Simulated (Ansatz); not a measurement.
A run of Ansatz (development build ahead of 0.2.0) on singlet BeO at this shape:

```tsv
atom	x (Å)	y (Å)	z (Å)
Be	0.0000	0.0000	-0.8209
O	0.0000	0.0000	0.4105
```

Its results:

```
Converged                       : yes
Reference energy                : -89.40381 hartree
Correlation energy              : -0.23332 hartree
Total energy                    : -89.63713 hartree
Spin squared of the determinant : 0.000
```

(1) Which input gives this output? Name the method, the orbitals and the basis set, and write the input.

Results:

(1) RHF-MP2 in cc-pVDZ. An unrestricted run that stays on the closed shell gives the same numbers.

```yaml
crystal:
  periodic: [false, false, false]
  atoms:
    - { symbol: Be, position_ang: [0.0, 0.0, -0.82093] }
    - { symbol: O, position_ang: [0.0, 0.0, 0.41046] }
basis:
  gaussian: { orbitals: cc-pVDZ }
hamiltonian:
  xc: hf
correlation:
  method: mp2
  frozen_orbitals: { Be: 0, O: 1 }
```
